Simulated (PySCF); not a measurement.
Spin states and ions at one geometry of [WOF5]−

PySCF 2.14.0, RKS TPSS, W def2-SVP with ECP60, O def2-SVP, F def2-SVP; non-relativistic Hamiltonian with scalar-relativistic core potentials where named; density fitting; no spin-orbit coupling; singlets restricted, open shells unrestricted. The geometry is relaxed for charge -1, singlet, vacuum:

```xyz
7

W     0.0000    0.0000    0.1192
O     0.0000    0.0000    1.8612
F     0.0000    0.0000   -1.8505
F     1.8981    0.0000   -0.0368
F     0.0000    1.8981   -0.0368
F    -1.8981    0.0000   -0.0368
F     0.0000   -1.8981   -0.0368
```

Energies count from the relaxed state; an electron taken off or put on is at rest in vacuum. Charges and spins are Mulliken's.

| state | energy (eV) | spin squared | charge on W1 (e) | spin on W1 (e) | dipole about the centre of mass (D) |
| --- | --- | --- | --- | --- | --- |
| charge -1, singlet, vacuum | 0.00 | 0.00 | 1.29 | 0.00 | 0.50 |
| charge -1, triplet, vacuum | 4.42 | 2.01 | 1.15 | 0.81 | 1.34 |

Problem. What does the state charge 0, doublet, vacuum give?

Solution. energy (eV) 6.59, spin squared 0.76, charge on W1 (e) 1.49, spin on W1 (e) -0.09, dipole about the centre of mass (D) 1.36.

With an electron taken off (doublet) the charges change, summed by element, by W +0.20 e, O +0.22 e, F +0.58 e. The vertical ionisation energy is 6.59 eV, against −ε(HOMO) = 3.26 eV of the relaxed state. The level lies 3.3 eV too high, as is usual for semilocal functionals and global hybrids, which keep a self-interaction error.

Open shells may have lower solutions than those found. Hard to converge, so the more doubtful: charge 0, doublet, vacuum.

No frequency check is given that shows the relaxed geometry to be a minimum.
